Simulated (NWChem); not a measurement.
C₃H₉ClSi; SMILES C[Si](Cl)(C)C

Computed with NWChem. Medium grid unless said otherwise, to which SCAN and Minnesota functionals are sensitive. All runs use the structure optimised with PBE0/def2-SVP. Total energies of different functionals are on different scales.

| level | energy (Ha) | highest occupied level (eV) | orbital gap (eV) | dipole (D) |
|---|---|---|---|---|
| LDA (Slater exchange, VWN5)/def2-TZVPD | -865.8061 | -7.14 | 6.52 | 2.30 |
| PBE/def2-TZVPD | -869.0770 | -7.03 | 6.47 | 2.25 |
| BLYP/def2-TZVPD | -869.5037 | -6.91 | 6.36 | 2.22 |
| TPSS/def2-TZVPD | -869.6597 | -7.15 | 6.77 | 2.23 |
| r2SCAN/def2-TZVPD | -869.4625 | -7.34 | 7.51 | 2.28 |
| B3LYP/def2-TZVPD | -869.6382 | -8.13 | 7.92 | 2.27 |
| PBE0/def2-TZVPD | -869.1708 | -8.36 | 8.40 | 2.30 |
| M06-2X/def2-TZVPD | -869.4938 | (withheld) | (withheld) | 2.32 |
| CAM-B3LYP/def2-TZVPD | -869.5404 | -9.75 | 10.34 | 2.32 |
| Hartree-Fock/def2-TZVPD | -867.4413 | -11.55 | 13.18 | 2.38 |

### Question
Some entries are withheld; supply them.

### Answer

- M06-2X/def2-TZVPD, highest occupied level (eV): -9.59
- M06-2X/def2-TZVPD, orbital gap (eV): 9.77
